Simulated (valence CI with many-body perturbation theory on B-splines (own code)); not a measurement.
**W67+: electric-dipole lines**

Calculated by configuration interaction combined with many-body perturbation theory (CI+MBPT): five valence electrons over a frozen Dirac-Fock core [He], radial functions for each j: 9 s, 9 p, 8 d, 6 f, 3 g, 1 h, with the one-electron correlation potential Σ1 (screened to all orders), the two-electron term Σ2, the three-electron term Σ3, Breit, model QED; selected single and double excitations, second order for the rest (own B-spline code, finite nucleus).

The last digits are not significant, and no measured levels were compared; by estimate large intervals hold to a few tenths of a per cent, small ones and those within an open d or f shell to about a per cent. Among the levels kept, up to 1200 cm⁻¹ of a level comes from second order outside the variational space, and about a tenth of that is noise between levels of different J, which matters for small intervals.

Lines 201 to 250 of 261 in falling wavelength, among levels below 90942 × 10³ cm⁻¹, chosen from the strongest by gf and those to the six lowest levels. Wavelengths and rates use the calculated energies. Electric multipoles are in the length gauge, E1 and E2 with the static RPA response of the core. Weak lines are less certain than strong ones. Lines between different terms over intervals too small for the method are left out, as are lines whose strength nearly cancels. The highest levels of a list are the least certain.

Levels are named by their leading jj configuration (3d3/2^4 stands for four electrons in 3d with j = 3/2), which in mixed levels can hold well under half, so a name can repeat and another be missing. Letters in brackets count levels of one name in rising energy.

```
λ vac (Å)                               Upper                       Lower   A (s⁻¹)  S (a.u.)
    1.307  (2s^2 2p1/2 2p3/2 3d3/2) J=3/2 [b]  (2s^2 2p1/2 2p3/2^2) J=3/2  5.11e+12  2.25e-05
    1.306  (2s^2 2p1/2 2p3/2 3d5/2) J=3/2 [a]  (2s^2 2p1/2 2p3/2^2) J=1/2  8.38e+13  3.69e-04
    1.306  (2s 2p1/2^2 2p3/2 3d3/2) J=3/2 [b]  (2s 2p1/2^2 2p3/2^2) J=5/2  8.99e+13  3.95e-04
    1.306  (2s^2 2p1/2 2p3/2 3d3/2) J=1/2 [b]  (2s^2 2p1/2 2p3/2^2) J=3/2  1.41e+14  3.11e-04
    1.305  (2s 2p1/2^2 2p3/2 3d3/2) J=5/2 [b]  (2s 2p1/2^2 2p3/2^2) J=5/2  3.08e+13  2.03e-04
    1.302  (2s^2 2p1/2 2p3/2 3d5/2) J=7/2 [a]  (2s^2 2p1/2 2p3/2^2) J=5/2  3.56e+13  3.10e-04
    1.302  (2s^2 2p1/2 2p3/2 3d5/2) J=3/2 [b]  (2s^2 2p1/2 2p3/2^2) J=1/2  1.39e+15  6.05e-03
    1.301      (2s 2p1/2^2 2p3/2 3d5/2) J=5/2  (2s 2p1/2^2 2p3/2^2) J=5/2  1.10e+15  7.16e-03
    1.301      (2s^2 2p1/2 2p3/2 3d5/2) J=1/2  (2s^2 2p1/2 2p3/2^2) J=1/2  1.53e+15  3.32e-03
    1.300      (2s 2p1/2^2 2p3/2 3d5/2) J=7/2  (2s 2p1/2^2 2p3/2^2) J=5/2  2.00e+15  1.74e-02
    1.299  (2s^2 2p1/2 2p3/2 3d5/2) J=3/2 [a]  (2s^2 2p1/2 2p3/2^2) J=5/2  6.68e+13  2.89e-04
    1.299  (2s^2 2p1/2 2p3/2 3d5/2) J=5/2 [a]  (2s^2 2p1/2 2p3/2^2) J=5/2  4.11e+14  2.67e-03
    1.299          (2s^2 2p1/2^2 3d5/2) J=5/2  (2s^2 2p1/2^2 2p3/2) J=3/2  1.45e+15  9.38e-03
    1.296  (2s^2 2p1/2 2p3/2 3d5/2) J=5/2 [b]  (2s^2 2p1/2 2p3/2^2) J=5/2  7.68e+14  4.95e-03
    1.296  (2s^2 2p1/2 2p3/2 3d5/2) J=3/2 [a]  (2s^2 2p1/2 2p3/2^2) J=3/2  9.80e+14  4.21e-03
    1.296  (2s^2 2p1/2 2p3/2 3d5/2) J=5/2 [a]  (2s^2 2p1/2 2p3/2^2) J=3/2  1.05e+15  6.73e-03
    1.295  (2s^2 2p1/2 2p3/2 3d5/2) J=7/2 [b]  (2s^2 2p1/2 2p3/2^2) J=5/2  2.35e+15  2.02e-02
    1.294  (2s^2 2p1/2 2p3/2 3d5/2) J=3/2 [b]  (2s^2 2p1/2 2p3/2^2) J=5/2  1.71e+14  7.32e-04
    1.293  (2s 2p1/2^2 2p3/2 3p3/2) J=3/2 [a]  (2s^2 2p1/2 2p3/2^2) J=1/2  4.87e+12  2.08e-05
    1.293  (2s^2 2p1/2 2p3/2 3d5/2) J=5/2 [b]  (2s^2 2p1/2 2p3/2^2) J=3/2  1.32e+15  8.47e-03
    1.291  (2s^2 2p1/2 2p3/2 3d5/2) J=3/2 [b]  (2s^2 2p1/2 2p3/2^2) J=3/2  1.38e+13  5.87e-05
    1.291      (2s^2 2p1/2 2p3/2 3d5/2) J=1/2  (2s^2 2p1/2 2p3/2^2) J=3/2  1.30e+14  2.77e-04
    1.290  (2s 2p1/2^2 2p3/2 3p3/2) J=1/2 [a]  (2s^2 2p1/2 2p3/2^2) J=1/2  1.94e+11  4.12e-07
    1.288      (2s 2p1/2^2 2p3/2 3p3/2) J=7/2  (2s^2 2p1/2 2p3/2^2) J=5/2  9.84e+12  8.29e-05
    1.286  (2s 2p1/2^2 2p3/2 3p3/2) J=3/2 [a]  (2s^2 2p1/2 2p3/2^2) J=5/2  1.70e+12  7.16e-06
    1.284  (2s 2p1/2^2 2p3/2 3p3/2) J=5/2 [a]  (2s^2 2p1/2 2p3/2^2) J=5/2  4.51e+12  2.83e-05
    1.283  (2s 2p1/2^2 2p3/2 3p3/2) J=3/2 [a]  (2s^2 2p1/2 2p3/2^2) J=3/2  7.25e+12  3.03e-05
    1.281  (2s 2p1/2^2 2p3/2 3p3/2) J=5/2 [a]  (2s^2 2p1/2 2p3/2^2) J=3/2  1.63e+13  1.01e-04
    1.280  (2s 2p1/2^2 2p3/2 3p3/2) J=1/2 [a]  (2s^2 2p1/2 2p3/2^2) J=3/2  2.17e+10  4.49e-08
    1.280  (2s 2p1/2^2 2p3/2 3p3/2) J=3/2 [b]  (2s^2 2p1/2 2p3/2^2) J=1/2  1.61e+12  6.67e-06
    1.279  (2s 2p1/2^2 2p3/2 3p3/2) J=1/2 [b]  (2s^2 2p1/2 2p3/2^2) J=1/2  1.01e+13  2.09e-05
    1.275  (2s 2p1/2^2 2p3/2 3p3/2) J=5/2 [b]  (2s^2 2p1/2 2p3/2^2) J=5/2  1.25e+12  7.69e-06
    1.273  (2s 2p1/2^2 2p3/2 3p3/2) J=3/2 [b]  (2s^2 2p1/2 2p3/2^2) J=5/2  4.93e+11  2.01e-06
    1.272  (2s 2p1/2^2 2p3/2 3p3/2) J=5/2 [b]  (2s^2 2p1/2 2p3/2^2) J=3/2  7.66e+12  4.67e-05
    1.270  (2s 2p1/2^2 2p3/2 3p3/2) J=3/2 [b]  (2s^2 2p1/2 2p3/2^2) J=3/2  2.89e+12  1.17e-05
    1.269  (2s 2p1/2^2 2p3/2 3p3/2) J=1/2 [b]  (2s^2 2p1/2 2p3/2^2) J=3/2  1.63e+12  3.28e-06
    1.214     (2s^2 2p1/2 2p3/2 3s) J=3/2 [a]  (2s^2 2p1/2^2 2p3/2) J=3/2  2.76e+13  9.75e-05
    1.213         (2s^2 2p1/2 2p3/2 3s) J=1/2  (2s^2 2p1/2^2 2p3/2) J=3/2  4.75e+13  8.37e-05
    1.212         (2s^2 2p1/2 2p3/2 3s) J=5/2  (2s^2 2p1/2^2 2p3/2) J=3/2  4.64e+13  2.45e-04
    1.211     (2s^2 2p1/2 2p3/2 3s) J=3/2 [b]  (2s^2 2p1/2^2 2p3/2) J=3/2  2.84e+13  9.94e-05
    1.166  (2s 2p1/2^2 2p3/2 3p1/2) J=3/2 [a]  (2s^2 2p1/2^2 2p3/2) J=3/2  2.05e+14  6.43e-04
    1.166      (2s 2p1/2^2 2p3/2 3p1/2) J=5/2  (2s^2 2p1/2^2 2p3/2) J=3/2  5.26e+14  2.47e-03
    1.157      (2s 2p1/2^2 2p3/2 3p1/2) J=1/2  (2s^2 2p1/2^2 2p3/2) J=3/2  5.57e+14  8.52e-04
    1.157  (2s 2p1/2^2 2p3/2 3p1/2) J=3/2 [b]  (2s^2 2p1/2^2 2p3/2) J=3/2  3.75e+14  1.14e-03
    1.144  (2s^2 2p1/2 2p3/2 3d3/2) J=3/2 [a]  (2s^2 2p1/2^2 2p3/2) J=3/2  2.29e+14  6.78e-04
    1.144  (2s^2 2p1/2 2p3/2 3d3/2) J=5/2 [a]  (2s^2 2p1/2^2 2p3/2) J=3/2  6.86e+13  3.04e-04
    1.144  (2s^2 2p1/2 2p3/2 3d3/2) J=1/2 [a]  (2s^2 2p1/2^2 2p3/2) J=3/2  4.19e+13  6.18e-05
    1.141  (2s^2 2p1/2 2p3/2 3d3/2) J=5/2 [b]  (2s^2 2p1/2^2 2p3/2) J=3/2  1.74e+15  7.64e-03
    1.140  (2s^2 2p1/2 2p3/2 3d3/2) J=3/2 [b]  (2s^2 2p1/2^2 2p3/2) J=3/2  1.55e+15  4.53e-03
    1.139  (2s^2 2p1/2 2p3/2 3d3/2) J=1/2 [b]  (2s^2 2p1/2^2 2p3/2) J=3/2  1.77e+15  2.58e-03
```
